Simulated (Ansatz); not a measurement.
`C[SiH2][GeH3]` + `[SH][Ti]([Cl])([Cl])[Cl]` → `C[SiH2][S][Ti]([Cl])([Cl])[Cl]` + GeH₄ at 500 K and 1 bar (cleavage of the Si–Ge bond).

Calculated with Ansatz (gas phase, PBE0-D4/def2-TZVP geometries, no zero-point term in ΔE). CCSD(T)/CBS adds triple-zeta CCSD(T) − MP2 to the extrapolated MP2 energy (def2 sets, frozen cores). For Ge, Ti outer-core shells are correlated without core-valence functions, which leaves a few kJ/mol of doubt a bond. Scalar relativity is left out up to krypton. One conformer a species, not always the lowest.

| species | CCSD(T)/CBS energy (Eh) | H − E (kJ/mol) | S (J/(mol·K)) |
| --- | --- | --- | --- |
| `C[SiH2][GeH3]` | -2408.05773 | 247.9 | 406.5 |
| `[SH][Ti]([Cl])([Cl])[Cl]` | -2626.86635 | 81.8 | 449.4 |
| `C[SiH2][S][Ti]([Cl])([Cl])[Cl]` | -2956.45554 | 231.2 | 564.9 |
| GeH₄ | -2078.49493 | 99.4 | 244.6 |

H − E and S are ideal-gas, rigid-rotor, harmonic terms from PBE0-D4/def2-TZVP, for one conformer and one mirror image of each species. 1 Eh = 2625.50 kJ/mol, R = 8.31446 J/(mol·K).

Problem. By hand: ΔE, ΔH, ΔS and ΔG.

Solution. ΔE = (-2956.45554) + (-2078.49493) − (-2408.05773) − (-2626.86635) = -0.02639 Eh = -69.3 kJ/mol. Δ(H − E) = 231.2 + 99.4 − 247.9 − 81.8 = 0.9, so ΔH = -68.4 kJ/mol. ΔS = 564.9 + 244.6 − 406.5 − 449.4 = -46.4 J/(mol·K). ΔG = -68.4 − 500 × (-46.4)/1000 = -45.2 kJ/mol.

Problem. By hand: the equilibrium constant, and the temperature at which ΔG would vanish if ΔH and ΔS stayed fixed.

Solution. log₁₀ K = −ΔG/(RT ln 10) = 4.7. ΔG = 0 at ΔH/ΔS = 1474 K.

TΔS isn't small against ΔH here. A doubt of 5 kJ/mol in ΔE shifts log₁₀ K by 0.5 here. Other conformers and mirror images would add mixing entropy, several J/(mol·K) or more a flexible species. Modes under 60 cm⁻¹, often nearly free rotors, make the harmonic entropy too high. These are equilibria of isolated gas molecules and say nothing of rates. Largest T1 diagnostic: 0.026 (customary marks: 0.02 for closed shells, 0.045 for open ones).
